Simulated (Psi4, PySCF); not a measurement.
Input for Psi4:
```
memory 2 GB

molecule {
0 1
  Be    0.00000000    0.00000000    0.00000000
  Cl    0.00000000    0.00000000    1.76296633
  Cl   -0.00000000   -0.00000000   -1.76296633
}

set basis cc-pvdz
set scf_type pk
set puream true
set d_convergence 1e-8
set dft_radial_points 99
set dft_spherical_points 590

energy('wb97x-v')
print_variables()
```

### Question
Write the same job for PySCF.

### Answer
One answer among several that fit: 
```python
from pyscf import gto, scf, dft

mol = gto.Mole()
mol.atom = '''
    Be    0.000000    0.000000    0.000000
    Cl    0.000000    0.000000    1.762966
    Cl   -0.000000   -0.000000   -1.762966
'''
mol.basis = 'cc-pvdz'
mol.charge = 0
mol.spin = 0
mol.verbose = 4
mol.build()

mf = dft.RKS(mol)
mf.xc = 'wb97x_v'
mf.grids.atom_grid = (99, 590)
mf.grids.prune = None
mf.kernel()
```

Both were run: Psi4 gave -935.160310 Eh and PySCF -935.160396 Eh, 0.087 mEh apart.
